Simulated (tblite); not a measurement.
C₄H₁₃NOSi₂.
Cartesian coordinates in Å at the GFN2-xTB level; atoms count from 1:
```xyz
21
C4H13NOSi2 angstrom
C      2.2825   -0.4431    0.8512
N      1.4284   -0.4188   -0.3053
C      1.4427   -1.3816   -1.2369
O      0.7029   -1.4409   -2.1920
C      0.4689    0.6651   -0.4167
C     -0.7928    0.4553    0.4168
Si    -1.9079    1.9960    0.3031
Si    -1.7003   -1.1548   -0.0771
H      2.9869   -1.2694    0.7715
H      2.8426    0.4927    0.9247
H      1.6964   -0.5704    1.7653
H      2.2307   -2.1365   -1.0516
H      0.2020    0.7349   -1.4737
H      0.9799    1.5901   -0.1250
H     -0.4920    0.3569    1.4661
H     -3.0456    1.8397    1.2080
H     -2.3631    2.1944   -1.0717
H     -1.1307    3.1732    0.7149
H     -0.8536   -2.3160    0.2103
H     -2.1065   -1.0978   -1.4730
H     -2.8805   -1.2519    0.7906
```

Computed with GFN2-xTB (tblite): harmonic, unscaled wavenumbers at the GFN2-xTB geometry, gas phase. The method is semi-empirical: single wavenumbers can be off by several per cent or more. Modes of hydrogen on silicon can be 10 to 20 % off. One conformer, not necessarily the lowest.

Harmonic wavenumbers (cm⁻¹): 25.1, 65.9, 103.9, 116.7, 133.3, 170.6, 185.7, 211.5, 252.6, 266.0, 315.2, 388.3, 439.8, 508.9, 519.7, 522.4, 571.7, 645.4, 674.4, 759.6, 766.4, 783.8, 793.4, 801.8, 825.0, 838.6, 875.8, 915.9, 969.8, 1061.6, 1074.2, 1104.4, 1107.0, 1171.0, 1249.7, 1281.7, 1344.2, 1379.9, 1405.7, 1440.9, 1458.7, 1467.7, 1491.4, 1748.4, 2213.0, 2224.7, 2246.3, 2276.1, 2279.3, 2341.1, 2760.2, 2905.3, 2913.3, 2951.3, 2972.4, 2977.4, 3023.7.

A = 1902, B = 917.1, C = 763.0 MHz; mass 147.054 u (most abundant isotopes); point group C1, symmetry number 1.

**Question.** Zero-point energy?

**Answer.** Half the sum of the wavenumbers: 34159 cm⁻¹ = 408.63 kJ/mol.

**Question.** What is S at 500 K and 1 bar for an ideal gas of classical rigid rotors and harmonic oscillators?

**Answer.** Translation 181.85, rotation 131.42, vibration 265.30: S = 578.6 J/(mol K).

**Question.** And Cp and H(500 K) − H(0)?

**Answer.** Cp = 277.23 J/(mol K), of which vibrations give 243.97 (their classical limit is 57 R = 473.9); H(500 K) − H(0) = 82.77 kJ/mol without the zero-point energy, 66.14 from vibrations.

**Question.** Which modes carry the vibrational entropy at 500 K?

**Answer.** 25.1 cm⁻¹: 30.17; 65.9 cm⁻¹: 22.15; 103.9 cm⁻¹: 18.38; 116.7 cm⁻¹: 17.43; 133.3 cm⁻¹: 16.33; 170.6 cm⁻¹: 14.31 J/(mol K); the other 51 give 146.53 together.

**Question.** Blend soft modes into free rotors: weight 1/[1 + (100 cm⁻¹/ν̃)⁴] for the oscillator and the rest for a rotor with moment μB/(μ + B), μ = h/(8π²ν), B = 10⁻⁴⁴ kg m². What vibrational entropy results?

**Answer.** 244.91 J/(mol K) in place of 265.30, which changes −T·S at 500 K by +10.20 kJ/mol.

**Question.** How do the functions run with temperature in this model?

**Answer.** 
```tsv
T (K)	S (J/(mol K))	Cp (J/(mol K))	H − H(0) (kJ/mol)	G − H(0) (kJ/mol)	ln q(vib)
150	352.6	119.2	11.51	-41.38	4.32
250	425.4	170.1	25.97	-80.38	7.76
298.15	457.4	193.9	34.74	-101.64	9.39
400	520.9	239.6	56.87	-151.50	12.77
600	632.0	308.6	112.11	-267.08	19.13
900	771.0	376.1	215.66	-478.25	27.88
```

q(vib) and H(0) count from the zero-point level.

**Question.** What must be added to the electronic energy to get the Gibbs energy at 500 K and 1 bar?

**Answer.** ZPE + [H(500 K) − H(0)] − T·S = 408.63 + 82.77 − 289.28 = 202.12 kJ/mol.

Hindered rotation and anharmonicity are outside this model. Other conformers, if any are populated, would add a mixing term that is left out. The structure is chiral; the term R ln 2 for an equal mix with its mirror image is left out.

Time: 3.0 s. Hardware: one thread of an Intel Xeon at 2.50 GHz, shared host. The figure is for the frequency step alone.
